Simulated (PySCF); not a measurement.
C₅H₁₂O₃Si, charge -1, doublet, at a GFN2-xTB geometry (a state made from the parent by changing its charge; the spin is typed, not shown lowest) (in this run its highest filled SCF level lies above zero, so its values depend strongly on the basis, on diffuse functions most of all); MP2/STO-3G (PySCF).

PySCF was given this input:
```python
from pyscf import gto, scf, mp

mol = gto.Mole()
mol.atom = '''
    C    -0.045040   -2.311907   -1.595405
    C     0.227907   -0.919314   -1.536251
    Si    0.040808    0.169029   -0.097329
    O     0.189269    1.791419   -0.452051
    C     1.440557    2.335956   -0.654429
    O     1.066004    0.072285    1.260488
    C     1.079299   -1.070361    2.038511
    O    -1.403140    0.027929    0.747649
    C    -2.588852   -0.291827    0.115914
    H    -0.579211   -2.795116   -0.788602
    H    -0.048781   -2.830753   -2.544734
    H     0.704225   -0.512145   -2.426724
    H     1.351382    3.428451   -0.680971
    H     2.129642    2.049507    0.145122
    H     1.867430    1.994816   -1.606176
    H     1.381742   -1.943444    1.446471
    H     0.085902   -1.276204    2.453192
    H     1.790997   -0.929925    2.861046
    H    -3.034491    0.589185   -0.364522
    H    -3.292229   -0.677565    0.864037
    H    -2.428201   -1.051567   -0.654267
'''
mol.basis = 'sto-3g'
mol.charge = -1
mol.spin = 1
mol.verbose = 4
mol.build()

mf = scf.UHF(mol)
mf.kernel()

pt = mp.MP2(mf)
pt.kernel()
print('E(MP2) = %.10f' % pt.e_tot)
```

Predict the main parts of the log of this PySCF run.


```
PySCF version 2.14.0

[INPUT] verbose = 4
[INPUT] num. atoms = 21
[INPUT] num. electrons = 81
[INPUT] charge = -1
[INPUT] spin (= nelec alpha-beta = 2S) = 1
[INPUT] symmetry False subgroup None
[INPUT] Mole.unit = angstrom
[INPUT] Symbol           X                Y                Z      unit          X                Y                Z       unit  Magmom
[...]
nuclear repulsion = 593.2399133235
number of shells = 41
number of NR pGTOs = 183
number of NR cGTOs = 61
basis = sto-3g
ecp = {}

******** <class 'pyscf.scf.uhf.UHF'> ********
method = UHF
initial guess = minao
damping factor = 0
level_shift factor = 0
DIIS = <class 'pyscf.scf.diis.CDIIS'>
diis_start_cycle = 1
diis_space = 8
diis_damp = 0
SCF conv_tol = 1e-09
SCF conv_tol_grad = None
SCF max_cycles = 50
direct_scf = True
direct_scf_tol = 1e-13
number electrons alpha = 41  beta = 40
Set gradient conv threshold to 3.16228e-05
init E= -702.582034936842

cycle= 1 E= -700.732993670091  delta_E= 1.85  |g|= 0.559  |ddm|= 4.03
cycle= 2 E= -700.957480809324  delta_E= -0.224  |g|= 0.141  |ddm|= 0.946
cycle= 3 E= -700.971297582783  delta_E= -0.0138  |g|= 0.0353  |ddm|= 0.217
cycle= 4 E= -700.973117511459  delta_E= -0.00182  |g|= 0.0145  |ddm|= 0.0877
cycle= 5 E= -700.973481553341  delta_E= -0.000364  |g|= 0.00783  |ddm|= 0.035
cycle= 6 E= -700.973687601867  delta_E= -0.000206  |g|= 0.0043  |ddm|= 0.0323
cycle= 7 E= -700.973753646302  delta_E= -6.6e-05  |g|= 0.0017  |ddm|= 0.0222
cycle= 8 E= -700.973764837038  delta_E= -1.12e-05  |g|= 0.000748  |ddm|= 0.00939
cycle= 9 E= -700.973766706473  delta_E= -1.87e-06  |g|= 0.000271  |ddm|= 0.00434
cycle= 10 E= -700.973766906544  delta_E= -2e-07  |g|= 6.79e-05  |ddm|= 0.00153
cycle= 11 E= -700.973766917241  delta_E= -1.07e-08  |g|= 2.5e-05  |ddm|= 0.000292
cycle= 12 E= -700.973766918894  delta_E= -1.65e-09  |g|= 9.11e-06  |ddm|= 0.000131
cycle= 13 E= -700.973766919122  delta_E= -2.28e-10  |g|= 4.77e-06  |ddm|= 4.56e-05
Extra cycle  E= -700.973766919171  delta_E= -4.91e-11  |g|= 3.25e-06  |ddm|= 1.55e-05
converged SCF energy = -700.973766919171  <S^2> = 0.75675798  2S+1 = 2.0067466

******** <class 'pyscf.mp.ump2.UMP2'> ********
nocc = (np.int64(41), np.int64(40)), nmo = (61, 61)
E(UMP2) = -701.350972422135  E_corr = -0.377205502964646
E(SCS-UMP2) = -701.378551762147  E_corr = -0.404784842976034
E_corr(same-spin) = -0.0552251083633158
E_corr(oppo-spin) = -0.32198039460133
E(MP2) = -701.3509724221
```
